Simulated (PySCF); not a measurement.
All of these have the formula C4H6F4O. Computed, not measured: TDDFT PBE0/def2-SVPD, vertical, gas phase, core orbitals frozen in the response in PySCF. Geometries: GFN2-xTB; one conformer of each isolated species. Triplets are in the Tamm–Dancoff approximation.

A. `CO[C@@H](F)CC(F)(F)F`
B. `O(C(F)(F)F)CCCF`
C. `OC[C@H](F)CC(F)(F)F`
D. `FC(F)[C@H](O[C@@H](C)F)F`

Lowest singlet levels (six at most, fewer where fewer were computed) with oscillator strengths:

1. 8.17 eV (f 0.015); 8.87 eV (f 0.014); 9.03 eV (f 0.023); 9.17 eV (f 0.035); 9.20 eV (f 0.002); 9.41 eV (f 0.043); T1 7.97 eV
2. 7.48 eV (f 0.009); 8.40 eV (f 0.040); 8.66 eV (f 0.007); 8.85 eV (f 0.002); 8.99 eV (f 0.020); 9.20 eV (f 0.013); T1 7.12 eV
3. 8.89 eV (f 0.002); 9.19 eV (f 0.021); 9.38 eV (f 0.003); 9.47 eV (f 0.004); 9.63 eV (f 0.023); 9.80 eV (f 0.014); T1 8.69 eV
4. 9.05 eV (f 0.035); 9.11 eV (f 0.011); 9.47 eV (f 0.016); 9.49 eV (f 0.018); 9.64 eV (f 0.013); 9.87 eV (f 0.029); T1 8.72 eV

Question: Match each spectrum to its molecule.

Answer: 1 = A, 2 = C, 3 = B, 4 = D.
- A: S1 at 8.17 eV, HOMO→LUMO (96%); Löwdin shares by element: HOMO oxygen 59%, carbon 19% or more, hydrogen 6% or more (atoms not listed hold the other 17%); LUMO carbon 35% or more, hydrogen 9% or more, oxygen 8% (atoms not listed hold the other 48%); HOMO -8.83 and LUMO 0.61 eV.
- B: S1 at 8.89 eV, HOMO→LUMO (96%); Löwdin shares by element: HOMO oxygen 31%, carbon 22% or more, fluorine 12% or more (atoms not listed hold the other 35%); LUMO carbon 41% or more, hydrogen 8% or more (atoms not listed hold the other 50%); HOMO -9.53 and LUMO 0.55 eV.
- C: S1 at 7.48 eV, HOMO→LUMO (93%); Löwdin shares by element: HOMO oxygen 58%, carbon 24% or more, hydrogen 6% or more; LUMO oxygen 24%, hydrogen 16% or more, carbon 13% or more, fluorine 10% or more (atoms not listed hold the other 38%); HOMO -8.58 and LUMO 0.40 eV.
- D: S1 at 9.05 eV, HOMO→LUMO (82%); Löwdin shares by element: HOMO oxygen 28%, carbon 14% or more, fluorine 13% or more, hydrogen 10% or more (atoms not listed hold the other 35%); LUMO carbon 32% or more, hydrogen 12% or more, fluorine 9% or more (atoms not listed hold the other 47%); HOMO -9.66 and LUMO 0.65 eV.
